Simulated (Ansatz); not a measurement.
`C[S][Mg][Br]` + NH₃ → `[NH2][Mg][Br]` + CH₃SH at 400 K and 1 bar (ligand exchange at a Mg–S bond).

Gas-phase electronic energies from Ansatz, PBE0-D4/def2-TZVP geometries. CBS: MP2 limit from def2 TZ/QZ plus the TZ coupled-cluster correction, frozen cores. This one scheme is used for every species. For Br, Mg outer-core shells are correlated without core-valence functions, which leaves a few kJ/mol of doubt a bond. Scalar relativity is left out up to krypton. Each species was taken in one conformer, which may not be the lowest.

```tsv
species	CCSD(T)/CBS energy (Eh)	H − E (kJ/mol)	S (J/(mol·K))
`C[S][Mg][Br]`	-3210.96164	134.0	388.5
NH₃	-56.50880	104.2	203.1
`[NH2][Mg][Br]`	-2829.22045	89.6	323.4
CH₃SH	-438.22835	138.7	269.4
```

H − E and S are ideal-gas, rigid-rotor, harmonic terms from PBE0-D4/def2-TZVP, for one conformer and one mirror image of each species. 1 Eh = 2625.50 kJ/mol, R = 8.31446 J/(mol·K).

**Question.** By hand: ΔE, ΔH, ΔS and ΔG.

**Answer.** ΔE = (-2829.22045) + (-438.22835) − (-3210.96164) − (-56.50880) = 0.02164 Eh = 56.8 kJ/mol. Δ(H − E) = 89.6 + 138.7 − 134.0 − 104.2 = -9.9, so ΔH = 46.9 kJ/mol. ΔS = 323.4 + 269.4 − 388.5 − 203.1 = 1.2 J/(mol·K). ΔG = 46.9 − 400 × (1.2)/1000 = 46.4 kJ/mol.

**Question.** By hand: the equilibrium constant, and the temperature at which ΔG would vanish if ΔH and ΔS stayed fixed.

**Answer.** log₁₀ K = −ΔG/(RT ln 10) = -6.1. ΔG = 0 at ΔH/ΔS = 39083 K, far beyond where these terms or the molecules hold.

The number of gas molecules stays the same, so ΔS is small and ΔH decides. A doubt of 5 kJ/mol in ΔE shifts log₁₀ K by 0.7 here. Other conformers and mirror images would add mixing entropy, several J/(mol·K) or more a flexible species. Modes under 60 cm⁻¹, often nearly free rotors, make the harmonic entropy too high. These are equilibria of isolated gas molecules and say nothing of rates. Largest T1 diagnostic: 0.009 (customary marks: 0.02 for closed shells, 0.045 for open ones).
